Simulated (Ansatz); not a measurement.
Correlation energies of `O[BH][GaH2]` by basis set

```xyz
7

O    -1.5575   -0.6452    0.3133
B    -0.6638    0.1786   -0.2843
Ga    1.3689    0.0261    0.2229
H    -2.4649   -0.5087    0.0239
H    -1.0748    0.9774   -1.0942
H     2.0211    0.8806    1.3789
H     2.3711   -0.9088   -0.5604
```

Total charge 0; spin multiplicity 1. Correlated methods include outer-core shells of Ga, which these sets cover unevenly. Scalar relativity is left out up to krypton. The structure was optimised at the PBE0-D4/def2-TZVP level. It is one conformer, not always the lowest. Frozen core, restricted reference, Ansatz.

| basis | HF (Eh) | MP2 corr. | CCSD corr. | (T) | CCSD(T) total |
| --- | --- | --- | --- | --- | --- |
| def2-SVP | -2024.80593 | ? | -0.50680 | ? | ? |
| def2-TZVPP | ? | -0.57312 | -0.59336 | -0.02177 | ? |
| def2-QZVPP | -2025.22206 | ? | – | – | – |

Problem. Fill in the withheld values. (Estimate.)

Solution. The calculation gave: def2-SVP MP2 corr.: -0.48666; def2-SVP (T): -0.01417; def2-SVP CCSD(T) total: -2025.32690; def2-TZVPP HF (Eh): -2025.17656; def2-TZVPP CCSD(T) total: -2025.79169; def2-QZVPP MP2 corr.: -0.84667.
